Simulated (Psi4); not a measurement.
Input for Psi4:
```
memory 2 GB

molecule {
0 1
  Ge   -0.24212442   -0.26109592    0.01371590
  O     1.41819854   -0.42931775   -0.39004303
  F    -0.44440720    1.45395820    0.28030345
  H    -1.03544650   -0.60480716   -1.19822270
  H    -0.60203165   -0.86270120    1.33784650
  H     2.03953615    0.17149624    0.01908073
}

set basis cc-pvdz

energy('pbe')
print_variables()
```

Problem. What is the computed dipole moment (PBE/cc-pVDZ in Psi4 1.11)?

Solution. 1.22 D

Problem. Predict the total energy from PBE/cc-pVDZ.

Solution. -2253.388879 Ha

Problem. Estimate the number of basis functions that PBE/cc-pVDZ returns for this input.

Solution. 70

Problem. What is the computed nuclear repulsion energy (PBE/cc-pVDZ)?

Solution. 223.5867 Eh
